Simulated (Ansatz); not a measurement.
A made-up structure of CH₂SSe, singlet:

```
5
angstrom
S 1.8167 -0.1497 -0.2750
C 0.1858 -0.3460 0.3615
Se -1.2687 0.3905 -0.1448
H -0.6686 1.2114 -1.2611
H -0.0005 -1.0177 1.1992
```

It is relaxed with PBE-D4/def2-SVP and then PBE0-D4/def2-TZVP (Ansatz 0.2.0). Atoms count as bonded within 1.22 times the sum of their covalent radii (H–H: 0.88 Å). The end point is not checked to be a true minimum.

Problem. Does its bonding change? (A judgement: the text doesn't fix the answer.)

Solution. By the calculation: No: no bond forms or breaks.

Where it ends: The first stage lowers the energy by 0.60 eV in 7 steps. It ends as CH₂SSe ([S][CH][SeH]):
```
atom    x (Å)    y (Å)    z (Å)
  S1   1.7538  -0.1773  -0.2235
  C2   0.2690  -0.3658   0.3631
 Se3  -1.3264   0.4432  -0.1936
  H4  -0.6922   1.2233  -1.2661
  H5   0.0604  -1.0351   1.1998
```

Labels in which every atom is bracketed show which atoms are joined, not bond orders.

For scale, one of the runs: PBE0-D4/def2-TZVP relaxation, 128 basis functions, launched by `ansatz run in.yaml --threads 2 --pin off --events-out ev --progress --plain --max-ram 4352MiB`. Hardware: 2 CPU threads of an Arm Neoverse V1, shared host. Wall time about 16 s.
